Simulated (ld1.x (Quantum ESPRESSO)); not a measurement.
# Transferability test, PAW potential for Co (Z = 27)

cobalt, PAW, made with ld1.x (Quantum ESPRESSO) 7.5 (PBE, scalar-relativistic). Core [Ne] 3s2, reference 3p6 3d7 4s1 4p0 (charge +1). Waves: 4s (bound): rcut 1.80, rcutus 2.05 bohr; 4s channel at -0.25 Ry: rcut 1.80, rcutus 2.05 bohr; 3p (bound): rcut 1.50, rcutus 1.75 bohr; 4p (bound, empty): rcut 1.50, rcutus 1.75 bohr; 3d (bound): rcut 0.80, rcutus 0.95 bohr; 3d channel at 1.35 Ry: rcut 0.80, rcutus 0.95 bohr. Local part: all-electron potential smoothed inside 1.10 bohr (lloc = -1). Core correction: a·sin(br)/r model core, default radius (ld1.x builds one for every PAW set, though the input has nlcc=.false.). Augmentation charge: PSQ, radius 0.90 bohr.

Energies are relative to the spin-unpolarised reference configuration 3p6 3d7 4s1 4p0; without spin polarisation the order of configurations can differ from experiment. The frozen-core shift is the all-electron ΔE with the core orbitals held at their reference shape minus the fully relaxed ΔE.

```json
{"valence configuration": "3p6 3d7 4s2 4p0", "charge": "0", "ΔE all-electron (eV)": "-9.030", "error AE − PS (meV)": "+1.4", "frozen-core shift (meV)": "-0.8"}
{"valence configuration": "3p6 3d7 4s0 4p0", "charge": "+2", "ΔE all-electron (eV)": "16.786", "error AE − PS (meV)": "+1.6", "frozen-core shift (meV)": "+1.9"}
{"valence configuration": "3p6 3d6 4s0 4p0", "charge": "+3", "ΔE all-electron (eV)": "52.656", "error AE − PS (meV)": "-31", "frozen-core shift (meV)": "+30"}
{"valence configuration": "3p6 3d8 4s0 4p0", "charge": "+1", "ΔE all-electron (eV)": "-2.559", "error AE − PS (meV)": "-14", "frozen-core shift (meV)": "+16"}
{"valence configuration": "3p6 3d7.5 4s1.5 4p0", "charge": "0", "ΔE all-electron (eV)": "-9.991", "error AE − PS (meV)": "+0.1", "frozen-core shift (meV)": "+2.5"}
```

Task: What are ΔE and the potential's error for 3p6 3d5 4s0 4p0?

Result: ΔE = 108.007 eV all-electron; the error (AE − PS) is -226 meV.

Task: What are ΔE and the potential's error for 3p6 3d7 4s0 4p2?

Result: ΔE = -0.052 eV all-electron; the error (AE − PS) is +0.4 meV.

A variational frozen-core shift is positive and of second order in the change. This column holds negative values, so the frozen-core run of ld1.x carries numerical noise or an error of first order here, and the column gives no more than the rough size of the effect.

Note: ghost state, extra bound levels that the all-electron valence spectrum of the same l lacks: s at -134.5 eV. A true bound ghost makes a file unfit for plane-wave use.
